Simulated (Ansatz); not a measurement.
Z-matrix (Å, degrees):
```
C
F 1 1.430
Si 1 1.922 2 104.6
N 1 1.412 2 112.3 3 116.4
B 1 1.574 2 110.6 3 -116.0
H 3 1.488 1 106.3 2 71.8
H 3 1.483 1 110.3 2 -47.8
H 3 1.485 1 110.7 2 -169.3
H 4 1.011 1 113.6 2 -58.2
H 4 1.011 1 114.1 2 68.7
O 5 1.347 1 118.9 2 12.2
H 5 1.201 1 119.7 2 -171.1
H 11 0.960 5 113.2 1 176.8
```

Charge 0, multiplicity 1.

Task: List the PBE/def2-TZVPP orbital energies in eV (Ansatz 0.2.0). (Estimate.)

Result: Computed: Occupied: -1779.54, -659.09, -511.15, -380.66, -270.90, -177.48, -137.32, -94.06, -94.04, -94.04, -29.03, -26.07, -22.46, -16.39, -14.29, -13.40, -12.53, -12.17, -11.15, -10.70, -9.88, -9.11, -8.56, -8.42, -8.34, -7.75, -6.56, -6.26. Lowest empty: -1.68, -0.29, -0.07, 0.41, 0.76, 1.05, 1.69, 1.92.
